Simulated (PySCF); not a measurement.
Nuclear repulsion and electron count by hand

System: H3O (SMILES [OH3+]), charge +1, singlet, geometry from GFN2-xTB. Level: PBE/def2-SVPD run with PySCF. Sums are taken with unrounded values, so a last digit can differ.

Coordinates (Å):

```
atom         x         y         z
----  --------  --------  --------
O1     0.07094   0.00289   0.03134
H2    -0.02513   0.80502  -0.52984
H3     0.02738  -0.82472  -0.49851
H4    -0.56977  -0.00341   0.77767
```

Question: Work out the nuclear repulsion energy and the numbers of alpha and beta electrons.

Answer: In atomic units each pair adds Z_i Z_j / r_ij, with r in bohr (1 bohr = 0.529177 Å).
| pair | r (Å) | r (bohr) | Z_i Z_j | term (Eh) |
|---|---|---|---|---|
| O1-H2 | 0.9837 | 1.8588 | 8 | 4.3038 |
| O1-H3 | 0.9837 | 1.8588 | 8 | 4.3038 |
| O1-H4 | 0.9837 | 1.8588 | 8 | 4.3038 |
| H2-H3 | 1.6309 | 3.0819 | 1 | 0.3245 |
| H2-H4 | 1.6309 | 3.0819 | 1 | 0.3245 |
| H3-H4 | 1.6309 | 3.0819 | 1 | 0.3245 |
The sum is 13.8848 Eh; PySCF gives 13.8848 Eh. The atomic numbers add up to 11, so at charge +1 there are 10 electrons; multiplicity 1 means 0 unpaired, so 5 alpha and 5 beta.
